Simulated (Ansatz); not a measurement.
This geometry of C3H9NSi (14 atoms, charge 0, multiplicity 1) is a first-order saddle point.

Theory: RKS PBE/def2-SVP in Ansatz 0.2.0.

```xyz
14
Properties=species:S:1:pos:R:3
C -1.254 1.174 0.833
N -0.449 1.161 -0.370
C 0.149 -0.071 -0.821
C 0.141 -1.357 0.023
Si 1.889 -0.734 -0.334
H -1.672 2.192 0.971
H -0.636 0.969 1.734
H -2.111 0.450 0.852
H -0.907 1.647 -1.142
H -0.055 -0.278 -1.889
H -0.269 -2.270 -0.443
H -0.183 -1.250 1.073
H 2.607 -0.170 0.851
H 2.737 -1.492 -1.310
```

Task: Which two structures does it join? (They come from a converged band through this point; their orientation in space is the band's.)

Result: No bond is made or broken. The dihedral C1–N2–C3–C4 goes from -82 to 56°.

First end point:

```xyz
14
Properties=species:S:1:pos:R:3
C -1.730 0.917 0.595
N -0.368 1.019 0.091
C 0.117 -0.169 -0.558
C 0.645 -1.276 0.386
Si 1.985 -0.456 -0.640
H -2.034 1.875 1.064
H -1.783 0.134 1.380
H -2.496 0.653 -0.181
H -0.273 1.830 -0.529
H -0.486 -0.572 -1.409
H 0.344 -2.316 0.173
H 0.619 -1.019 1.459
H 2.891 0.536 0.013
H 2.555 -1.186 -1.814
```

Last end point:

```xyz
14
Properties=species:S:1:pos:R:3
C -0.502 1.593 0.746
N -0.824 0.980 -0.527
C -0.170 -0.256 -0.860
C -0.203 -1.542 0.023
Si 1.528 -0.874 -0.293
H -1.091 2.525 0.868
H 0.572 1.878 0.761
H -0.687 0.964 1.658
H -1.842 0.868 -0.622
H -0.317 -0.505 -1.930
H -0.587 -2.473 -0.430
H -0.555 -1.400 1.061
H 2.239 -0.270 0.876
H 2.428 -1.517 -1.301
```

Task: How far does it lie above each of them?

Result: 0.30 eV above the first and 0.16 eV above the second. This is the barrier of this one path; another mechanism may lie lower.

Time of the run: 79 s on 2 threads of Arm Neoverse V1, on a shared host, peak memory 0.16 GiB.
